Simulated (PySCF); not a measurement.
## Exercise with solution: oscillator strength and radiative lifetime

C₅H₇F, SMILES C[C@H]1CC=C1F.

Geometry: B3LYP-D3(BJ)/def2-SVP. The structure was generated by enumeration; whether it is a known compound was not checked.

TDA-PBE/def2-SVPD (PySCF) puts the first singlet state with f over 0.02 at 6.80 eV (vertical), with the transition dipole (0.094, -0.144, -0.311) in atomic units.

### Question
Find the oscillator strength, the wavelength and the radiative lifetime that this transition would have in vacuum if emission retraced absorption.

### Answer

|μ|² = 0.1263 au, so |μ| = 0.90 D. ΔE = 6.80/27.211 = 0.2499 hartree. f = (2/3) ΔE |μ|² = 0.021 (the program prints 0.021).
λ = 1239.84/6.80 = 182 nm; ν = 54846 cm⁻¹.
Einstein's coefficient A = 0.6670 ν² f s⁻¹ (ν in cm⁻¹) = 4.2e7 s⁻¹, so τ = 1/A = 24 ns. This state is S3; the lower singlets have f = 0.019, 0.009. The figure is the radiative limit of this one transition; relaxation, internal conversion, crossing to triplets and a medium change what is measured.
